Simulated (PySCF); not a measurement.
## Spinor energies of Xe⁺ (xenon, charge +1)

Start: [Kr] 4d10 5s2 5p5; 5p1/2 filled at m_j = -1/2, +1/2; 5p3/2 filled at m_j = -1/2, +1/2, +3/2. Calculated with PySCF 2.14 in x2c-TZVPall-2c (8s9p5d2f, 74 functions): generalised Hartree-Fock with the X2C-1e Hamiltonian and a Gaussian nucleus; one run each with spin-orbit coupling (SO) switched off, then screened by Boettger's factors. This is a chosen level, not necessarily the ground level.

```csv
spinor shell,electrons,"ε, spin-free (eV)","ε, screened SO (eV)",weight of nominal j (screened SO),"rms radius, screened SO (bohr)"
1s1/2,2,-34737.8,-34733.6,1.000,0.0305
2s1/2,2,-5516.9,-5515.6,1.000,0.124
2p1/2,2,-4944.3,-5170.2,1.000,0.107
3s1/2,2,-1180.2,-1179.7,1.000,0.326
3p1/2,2,-990.87,-1034.9,1.000,0.318
3p3/2,4,-990.87,-970.78,1.000,0.330
3d3/2,4,-710.52,-718.19,1.000,0.302
3d5/2,6,-710.52,-704.90,1.000,0.305
4s1/2,2,-239.49,-239.29,1.000,0.762
4p1/2,2,-176.91,-185.73,1.000,0.797
4p3/2,4,-176.91,-172.72,1.000,0.825
4d3/2,4,-82.726,-83.882,0.998,0.938
4d5/2,6,-82.726,-81.696,0.999,0.948
5s1/2,2,-36.409,-36.343,1.000,1.98
5p1/2,2,-21.524,-22.549,0.928,2.31
5p3/2,3,-21.524,-20.974,0.952,2.40
```

Task: Where does 2p3/2 lie, and what is the 2p spin-orbit splitting (screened SO)?

Result: At -4842.7 eV, 327.48 eV above 2p1/2.

```csv
quantity,spin-free,screened SO
E (hartree),-7441.91015,-7444.33667
M_J,3/2,3/2
⟨J²⟩,3.761,3.761
⟨L²⟩,2.008,2.037
⟨S²⟩,0.753,0.781
```

Each row is a mean over spinors that exchange with the open shell spreads, by up to 2.673 eV (5s1/2).

Breit and QED terms are absent; they matter most for the inner s and p1/2 levels.

Densities and radii are taken from the X2C orbitals without a picture-change correction, which distorts them close to the nucleus.

Without spin-orbit coupling the j labels of p, d and f shells carry no meaning; the spin-free column gives the mean over the occupied spinors of each nl shell.
